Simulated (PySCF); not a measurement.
## Working out the ionisation energy of Ar⁺

Ar⁺ [Ne] 3s2 3p5 (2P) → Ar²⁺ [Ne] 3s2 3p4 (3P). Computed with PySCF 2.14 in pcseg-2 (5s4p2d1f, 34 functions), with the non-relativistic Hamiltonian (point nucleus). Frozen: [Ne]. Energies in hartree (1 hartree = 27.21139 eV):

```csv
part,Ar⁺ (lower),Ar²⁺ (upper)
UHF,-526.269096,-525.299461
CCSD correlation,-0.179470,-0.146335
(T),-0.004539,-0.003597
```

Question: What does Hartree-Fock give?

Answer: (-525.299461) − (-526.269096) = 0.969635 hartree = 26.385 eV.

Question: What do CCSD and CCSD(T) give?

Answer: The CCSD correlation energies differ by 0.033135 hartree = 0.902 eV and the triples by 0.000942 hartree = 0.026 eV, so CCSD gives 27.287 eV and CCSD(T) 27.313 eV.

Reference: 27.630 eV (measured; NIST Atomic Spectra Database, ionization energies), between the lowest levels; spin-orbit coupling is absent from the calculation.

What remains against the reference includes basis incompleteness, the frozen core and higher excitations.
